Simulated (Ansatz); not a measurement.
CoSi₆, relaxed as a doublet with UKS r2SCAN-D4/def2-SVP in Ansatz, starting from the GFN2-xTB geometry. Force threshold 0.02 eV/Å.

The charge 0 doublet is spin-contaminated (final ⟨S²⟩ up to 1.27, 0.75 for a pure state). The relaxation made no stability test and no search for a lower SCF solution. No other spin state of charge 0 was run. Another isomer (quartet) lies 1.91 eV lower at PBE0-D4/def2-TZVP; other spin states weren't run for this one.

Start:

```tsv
atom	x (Å)	y (Å)	z (Å)
Co1	1.379	0.404	-1.222
Si2	0.279	1.841	-0.004
Si3	-1.565	-1.988	-0.310
Si4	-1.995	-0.014	0.705
Si5	2.836	-0.784	-0.101
Si6	-1.617	2.132	1.222
Si7	0.684	-1.591	-0.289
```

(1) Estimate the energy that the relaxation releases and the steps that it takes.

(2) Does the start keep its bonding?

(3) Predict the relaxed structure.

## Answers

(1) 163.7 kJ/mol, in 16 steps; 3.2 min on 4 threads of Arm Neoverse V1 on a shared host. No frequencies were taken in this run, so the end may be a saddle point.

(2) Bonds formed: Co1–Si4, Si4–Si7 (atoms count from 1).

(3) 
```xyz
7

Co    0.598    0.422   -0.907
Si    0.651    1.973    0.633
Si   -1.578   -2.169   -0.395
Si   -1.185   -0.037    0.403
Si    2.522   -0.582   -0.445
Si   -1.626    2.153    0.704
Si    0.618   -1.759    0.006
```
Bond lengths: 6 × Si–Si 2.25 to 2.52 Å; 4 × Co–Si 2.19 to 2.36 Å.
